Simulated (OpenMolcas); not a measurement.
An OpenMolcas run meant for Pm4+ (ANO-RCC-VTZP, DKH3; inactive shells 1s 2s 2p 3s 3p 3d 4s 4p 4d 5s 5p; intended active space 3 electrons in 7 orbitals (4f)). One step of its input:

```
&RASSCF
FileOrb=start.orb
Symmetry=2
Spin=4
nActEl=3 0 0
Inactive=15 12
Ras2=0 7
CIRoot=35 35 1
SDav=35
CIMx=300
Iter=65 100
PrWF=0.3
OrbListing=Nothing
MaxOrb=0
Atom
Thrs=1.0e-2 5.0e-1 5.0e-1
```

The run finished. Its levels beside those of a sound run (CASSCF), in eV above each run's lowest level:

| Level | This run | Usual run |
| --- | --- | --- |
| 4f³ ⁴I°_9/2 | 0.0000 | 0.0000 |
| 4f³ ⁴I°_11/2 | 0.3145 | 0.3178 |
| 4f³ ⁴I°_13/2 | 0.6506 | 0.6586 |
| 4f³ ⁴I°_15/2 | 0.9973 | 1.0115 |
| 4f³ ²H°_9/2 | 2.1663 | 2.2489 |
| 4f³ ⁴F°_3/2 | 2.2702 | 2.2985 |
| 4f³ ⁴F°_5/2 | 2.3936 | 2.4239 |

Task: Which setting is unsound, and how much does it matter here?

Result: The convergence thresholds are far too loose, so the orbitals stop early. Against the sound run the excited levels shown move by 220 cm-1 on average and by 670 cm-1 at most.

High states are left out of the spin-orbit mixing, which shifts the levels that they would mix with. Without dynamic correlation excited terms often stand tens of per cent too high (terms of higher spin than the ground term too low), and those without a measured partner can miss by more than the paired ones. Levels of configurations outside the active space are missing.

° marks odd parity.
